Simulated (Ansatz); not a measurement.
Mulliken charges of CH6ClNSn, SMILES `[CH3][SnH]([NH2])[Cl]` from ωB97M-V/def2-TZVPP in Ansatz (PBE0-D4/def2-TZVP geometry).

| atom | x (Å) | y (Å) | z (Å) | charge (e) |
| --- | --- | --- | --- | --- |
| C1 | -0.899 | 1.311 | 0.083 | -0.609 |
| Sn2 | 0.012 | -0.489 | -0.580 | 0.905 |
| N3 | 1.392 | -1.114 | 0.734 | -0.507 |
| Cl4 | -1.699 | -2.092 | -0.549 | -0.378 |
| H5 | -1.769 | 1.526 | -0.537 | 0.154 |
| H6 | -1.221 | 1.182 | 1.116 | 0.153 |
| H7 | -0.193 | 2.139 | 0.021 | 0.145 |
| H8 | 0.627 | -0.551 | -2.169 | -0.090 |
| H9 | 1.567 | -0.513 | 1.526 | 0.112 |
| H10 | 2.266 | -1.448 | 0.358 | 0.116 |

Task: By hand: the dipole of these point charges (1 e Å = 4.8032 D).

Result: Σ q r = (0.390, 0.665, -0.241) e Å, of length 0.808 e Å = 3.88 D.

Task: How does the dipole of the full density compare? (Best estimate.)

Result: The calculation gave: (0.478, 0.659, 0.026) e Å, 3.91 D; the point charges give 0.99 times that, at 20° from its direction.

Point charges leave out the atoms' own dipoles, such as those of lone pairs, and Mulliken's split depends on the basis, so the two needn't agree.
